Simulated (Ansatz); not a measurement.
Total energies of `C[O][Ti]1234([O]C)([O]C)[C@H]5[C@@H]1[C@@H]2[C@@H]3[C@H]54`.

```xyz
26

C    -2.0724    1.7198   -1.4759
O    -1.5138    0.6624   -0.7787
Ti   -0.0470   -0.0977   -0.0668
O     0.4786   -1.2950   -1.3484
C    -0.3720   -2.2702   -1.8784
O    -0.7029   -1.1427    1.2416
C    -0.5088   -1.7844    2.4525
C     2.0327    0.2817    1.0282
C     2.2088    0.6443   -0.3204
C     1.3705    1.7421   -0.5915
C     0.6868    2.0727    0.6004
C     1.0955    1.1719    1.5997
H    -2.0231    1.5435   -2.5572
H    -1.5535    2.6641   -1.2633
H    -3.1254    1.8410   -1.1972
H    -1.2463   -1.8187   -2.3651
H     0.1709   -2.8606   -2.6248
H    -0.7368   -2.9514   -1.0987
H    -0.1185   -2.7976    2.2982
H    -1.4582   -1.8630    2.9947
H     0.2026   -1.2415    3.0891
H     2.5057   -0.5509    1.5280
H     2.8113    0.1164   -1.0427
H     1.2472    2.2242   -1.5502
H    -0.0541    2.8502    0.7143
H     0.7223    1.1390    2.6126
```

Charge 0, multiplicity 1. Correlated methods include outer-core shells of Ti, which these sets cover unevenly. Scalar relativity is left out up to krypton. Geometry: relaxed with PBE0-D4/def2-TZVP. It is one conformer, not always the lowest. Basis def2-TZVPP, the Gaussian-basis code of Ansatz.

RPA on PBE orbitals: Hartree–Fock energy of these orbitals -1384.22712 Eh, correlation -3.95476 Eh (frozen core).

```tsv
functional	energy without D4 (Eh)	D4 term (kJ/mol)
LDA (SPW92)	-1382.25866	–
PBE	-1387.91567	-70.6
revPBE	-1388.52068	-202.0
BLYP	-1388.62333	-148.3
r2SCAN	-1388.47286	-20.7
B97M-V	-1388.52890	–
PBE0	-1387.95380	-61.2
B3LYP	-1388.80543	-110.7
r2SCANh	-1388.42566	-21.8
r2SCAN0	-1388.35945	-23.8
HSE06 (plane-wave form)	-1387.91691	-57.3
BHLYP	-1388.41239	-84.2
CAM-B3LYP	-1388.55309	-62.5
LC-ωPBE	-1388.24577	–
ωB97X-V	-1388.49072	–
ωB97M-V	-1388.50188	–
B2PLYP	-1388.19197	–
PBE-QIDH	-1387.77073	–
```

B3LYP takes the VWN-RPA correlation (the form of Gaussian; ORCA's B3LYP/G). HSE06 is the plane-wave form, built on full-range PBE exchange. The double hybrids freeze the cores in their second-order part.

LC-ωPBE has ω = 0.4 bohr⁻¹.
